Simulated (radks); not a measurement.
Excited configurations of the caesium ion Cs+: one electron is placed in a higher orbital outside [Kr] 4d10 5s2 5p5. The ground configuration is [Xe]. Method: Dirac Kohn-Sham, PBE, spin-unpolarised, spherical densities, finite nucleus; open shells fill j = l - 1/2 first; Fermi nuclear charge, rms radius 4.8041 fm; computed with a radial shooting solver on a logarithmic mesh with Libxc functionals. Excitation = E - E(ground); binding = E(ion) - E, where the ion is the core of charge +2; n* = 2/sqrt(2 binding) in atomic units, and the quantum defect is n - n*.

\begin{tabular}{lrrrr}
outer orbital & excitation (eV) & binding (eV) & quantum defect & eigenvalue (eV) \\ \hline
4f5/2 & 18.887 & 4.203 & 0.401 & -2.359 \\
5d3/2 & 14.143 & 8.946 & 2.534 & -5.737 \\
5f5/2 & 19.829 & 3.260 & 0.914 & -2.317 \\
6s1/2 & 13.454 & 9.636 & 3.623 & -7.338 \\
6p1/2 & 15.774 & 7.316 & 3.272 & -5.518 \\
6d3/2 & 18.658 & 4.431 & 2.495 & -3.346 \\
6f5/2 & 20.859 & 2.231 & 1.061 & -1.702 \\
7s1/2 & 18.195 & 4.894 & 3.665 & -3.880 \\
7p1/2 & 19.043 & 4.046 & 3.333 & -3.176 \\
7d3/2 & 20.332 & 2.757 & 2.557 & -2.160 \\
7f5/2 & 21.483 & 1.606 & 1.179 & -1.263 \\
\end{tabular}

The Delta-SCF ionisation energy is 23.089 eV (NIST Atomic Spectra Database: 23.157 eV, measured). Self-interaction in the functional shifts the binding energies and quantum defects, so they are the method's values and not measured ones. Spin polarisation and multiplet splitting are left out, so open shells lie too high by an amount that depends on their filling.

Beside tabulated values, note that spin-unpolarised runs miss the spin-polarisation part of the exchange energy of open shells.
